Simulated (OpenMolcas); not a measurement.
# neutral lead: effect of the basis set

| Item | Value |
| --- | --- |
| Program | OpenMolcas |
| Method | CASSCF |
| Active space | 2 electrons in 3 orbitals (6p) |
| State averaging | 2S+1 = 3 even, 3 roots; 2S+1 = 1 even, 6 roots |
| Spin-orbit coupling | state interaction with AMFI integrals over the reference wave functions, term energies averaged over their components |

A. ANO-R1 [7s6p4d2f], X2C, finite nucleus; cost about 3 core-seconds
B. ANO-RCC-VDZP [7s6p4d2f1g], DKH2, point nucleus; cost roughly 3 core-seconds
C. ANO-R2 [8s7p5d3f1g], X2C, finite nucleus; cost about 2.2 core-seconds
D. ANO-RCC-VTZP [8s7p5d3f2g], DKH2, point nucleus; cost roughly 5 core-seconds
E. ANO-R3 [9s8p6d3f2g1h], X2C, finite nucleus; cost roughly 4 core-seconds
F. ANO-RCC-VQZP [9s8p6d4f3g], DKH2, point nucleus; cost about 6 core-seconds

Energies in cm-1 above 6s2 6p2 3P0, the measured ground level; measured values from NIST Handbook of Basic Atomic Spectroscopic Data.

| Level | A | B | C | D | E | F | Measured |
| --- | --- | --- | --- | --- | --- | --- | --- |
| 6s2 6p2 3P0 | 0.0 | 0.0 | 0.0 | 0.0 | 0.0 | 0.0 | 0.0 |
| 6s2 6p2 3P1 | 5853 | 6147 | 6245 | 6132 | 6065 | 6202 | 7819 |
| 6s2 6p2 3P2 [71 %] | 9523 | 9771 | 9840 | 9708 | 9667 | 9826 | 10650 |
| 6s2 6p2 1D2 [71 %] | 19441 | 19645 | 19919 | 19608 | 19515 | 19774 | 21458 |
| 6s2 6p2 1S0 | 31157 | 30670 | 31024 | 30505 | 30495 | 30667 | 29467 |

Deviations, from unrounded energies. A percentage is the sum of absolute deviations over the sum of measured energies, with the sign that they share, or ± where signs differ.

```json
{"Against measurement": "mean absolute deviation (cm-1)", "Levels": "4", "A": "1700", "B": "1400", "C": "1400", "D": "1400", "E": "1400", "F": "1300"}
{"Against measurement": "fine structure of the ground term (%)", "Levels": "2", "A": "-16.7", "B": "-13.8", "C": "-12.9", "D": "-14.2", "E": "-14.8", "F": "-13.2"}
{"Against measurement": "other terms of the ground configuration (%)", "Levels": "2", "A": "±7.3", "B": "±5.9", "C": "±6.1", "D": "±5.7", "E": "±5.8", "F": "±5.7"}
```

B, C, D, F lie about equally close to measurement and A furthest from it. The largest miss of F in the table is 6s2 6p2 1D2 [71 %], by -1700 cm-1. The ranking rests on the paired levels alone, and a cruder setting can come out closer through cancelling errors.

Among A to F the level of the table that moves most is 6s2 6p2 1S0, by 660 cm-1 (lowest in E, highest in A).

Spin-orbit splittings of 6p shells tend to come out small when the coupling is added on scalar orbitals. With the s shell closed, the reference lacks s² → p² mixing. Computed and measured levels are paired by configuration, term and J; levels that our copy of the source lacks, or whose pairing is in doubt (as where it misses far off the trend of its configuration), stay unpaired and out of the deviations. Where the source uses jj or jK labels, the order within each J decides. Only configurations of the active space appear.

A share in square brackets marks a mixed level and gives the weight of the term that names it, the lowest over the columns.
